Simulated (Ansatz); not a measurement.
Computed with Ansatz on PBE0-D4/def2-TZVP structures; ΔE is electronic, products minus reactants. CCSD(T)/CBS adds triple-zeta CCSD(T) − MP2 to the extrapolated MP2 energy (def2 sets, frozen cores). Functionals use def2-TZVPP. HSE06 is defined as in plane-wave codes. One conformer a species, not always the lowest.

Reaction (redistribution): `CB[SiH2][SiH2][AlH2]` + `C#[C][AlH2]` → `CB[SiH2][AlH2]` + `C#C[SiH2][AlH2]`

`CB[SiH2][SiH2][AlH2]`:

Z-matrix (Å, degrees):
```
C
B 1 1.563
H 1 1.095 2 113.0
H 1 1.103 2 115.8 3 -123.3
H 1 1.102 2 107.3 3 113.7
Si 2 2.002 1 118.4 3 138.7
H 2 1.198 1 117.5 3 -47.5
Si 6 2.353 2 101.1 1 55.8
H 6 1.488 2 117.7 1 -178.6
H 6 1.495 2 108.3 1 -54.4
Al 8 2.452 6 103.7 2 -44.8
H 8 1.492 6 109.6 2 -166.5
H 8 1.492 6 109.0 2 75.7
H 11 1.590 8 119.5 6 -72.6
H 11 1.589 8 121.2 6 110.2
```

`C#[C][AlH2]`:

Cartesian coordinates in Å:
```
C 0.157 1.405 1.171
C 0.054 0.479 0.398
Al -0.109 -0.980 -0.817
H 0.247 2.221 1.852
H -1.463 -1.794 -0.851
H 1.114 -1.331 -1.753
```

`CB[SiH2][AlH2]`:

```xyz
12

C     0.965   -1.409   -1.072
B    -0.419   -0.852   -0.632
Si   -0.775    1.083   -0.318
Al   -0.225    1.315    2.071
H     1.244   -2.332   -0.553
H     1.798   -0.705   -1.048
H     0.828   -1.708   -2.124
H    -1.307   -1.631   -0.414
H     0.139    1.989   -1.077
H    -2.187    1.508   -0.542
H    -1.358    1.321    3.185
H     1.296    1.420    2.523
```

`C#C[SiH2][AlH2]`:

Cartesian coordinates in Å:
```
C -0.581 2.092 1.126
C -0.582 1.262 0.249
Si -0.480 -0.089 -0.985
Al 1.023 -1.675 0.138
H -0.593 2.838 1.887
H 0.042 0.483 -2.257
H -1.857 -0.593 -1.236
H 0.432 -2.772 1.121
H 2.595 -1.545 -0.043
```

Question: Is it downhill or uphill in electronic energy at CCSD(T)/CBS, and by how much? (Estimate.)

Answer: Ansatz gave: Uphill: ΔE = +0.38 eV.

Question: What do these levels give: BLYP-D4, HSE06-D4, B2PLYP, revPBE, r2SCAN0, CCSD/def2-SVP? (An estimate is asked.)

Answer: Computed: BLYP-D4 0.32, HSE06-D4 0.34, B2PLYP 0.29, revPBE 0.18, r2SCAN0 0.36, CCSD/def2-SVP 0.34 eV.

Question: What do rigid-rotor, harmonic-oscillator terms from PBE0-D4/def2-TZVP frequencies (298.15 K, 1 bar) make of the CCSD(T)/CBS value? (An estimate is asked.)

Answer: Computed: ΔZPE = -0.01 eV, ΔH = +0.39 eV, ΔS = 41 J/(mol·K), ΔG = +0.26 eV. Modes under 50 cm⁻¹ make the entropy rough.

Largest T1 diagnostic among the species: 0.014.

From BLYP to BHLYP (50 % exact exchange), in def2-TZVPP and without D4, ΔE moves by +0.09 eV. In def2-TZVPP, CCSD(T) changes the Hartree–Fock value by +0.16 eV (the triples alone add +0.03 eV) and MP2 by +0.18 eV. Leaving LDA and LC-ωPBE aside and taking each functional with its dispersion term where it has one, the values, not all of them listed here, spread over 0.12 eV, from B2PLYP to ωB97M-V. LDA lies +0.12 eV from PBE without D4.
